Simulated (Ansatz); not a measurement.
Start from `C=CN[SiH2][AlH2]` and change one atom or group to get `O[SiH2]N[SiH2][AlH2]`.

Ansatz, PBE0-D4/def2-TZVP geometries, multiplicity 1. Each molecule was computed in one conformer, which needn't be the lowest.

| property | `C=CN[SiH2][AlH2]` |
| --- | --- |
| LUMO energy (PBE0/def2-TZVPP) / eV | -1.44 |
| HOMO energy (PBE/def2-TZVPP) / eV | -5.82 |
| size of the dipole moment (ωB97M-V/def2-TZVPP) / D | 4.07 |
| HOMO energy (PBE0/def2-TZVPP) / eV | -6.85 |
| LUMO energy (PBE/def2-TZVPP) / eV | -2.34 |
| HOMO–LUMO gap (ωB97M-V/def2-TZVPP) / eV | 9.42 |

(1) Give the same properties after the change, and the shifts. (An estimate is asked.)

## Answers

(1) Computed: 
| property | `O[SiH2]N[SiH2][AlH2]` | shift |
| --- | --- | --- |
| LUMO energy (PBE0/def2-TZVPP) / eV | -2.10 | -0.66 |
| HOMO energy (PBE/def2-TZVPP) / eV | -5.95 | -0.13 |
| size of the dipole moment (ωB97M-V/def2-TZVPP) / D | 2.12 | -1.95 |
| HOMO energy (PBE0/def2-TZVPP) / eV | -7.10 | -0.25 |
| LUMO energy (PBE/def2-TZVPP) / eV | -2.86 | -0.52 |
| HOMO–LUMO gap (ωB97M-V/def2-TZVPP) / eV | 8.68 | -0.74 |

With PBE0 the HOMO falls by 0.25 eV and the LUMO falls by 0.66 eV, so the gap narrows by about 0.41 eV. PBE moves the HOMO by -0.13 eV and ωB97M-V by -0.29 eV. Dipoles are sizes alone; their direction can turn.
